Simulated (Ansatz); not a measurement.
Basis-set extrapolation for `BC1CO1` (PBE0-D4/def2-TZVP geometry, frozen core, Ansatz 0.2.0). Multiplicity 1, RHF reference.

```json
{"": "HF", "def2-TZVPP": "-178.188678", "def2-QZVPP": "-178.197047"}
{"": "MP2 correlation", "def2-TZVPP": "-0.666977", "def2-QZVPP": "-0.712983"}
{"": "CCSD(T) correlation", "def2-TZVPP": "-0.724646", "def2-QZVPP": "not run"}
```

Energies in hartree. Use E(X) = E(∞) + A·exp(−7.88·√X) for Hartree–Fock and E(X) = E(∞) + B·X^(−2.97) for correlation, with X = 3 and 4, and add CCSD(T) minus MP2 of the smaller set to the MP2 limit.

Task: What is the CCSD(T) energy at the basis-set limit?

Result: HF limit: -178.197047 + (-0.008369) × 0.13774 = -178.19820. MP2 limit: -0.712983 + (-0.046006) × 0.74074 = -0.74706. Higher-order term: -0.724646 − (-0.666977) = -0.05767. Total: -179.00293 hartree, 2.44 eV below CCSD(T)/def2-TZVPP.
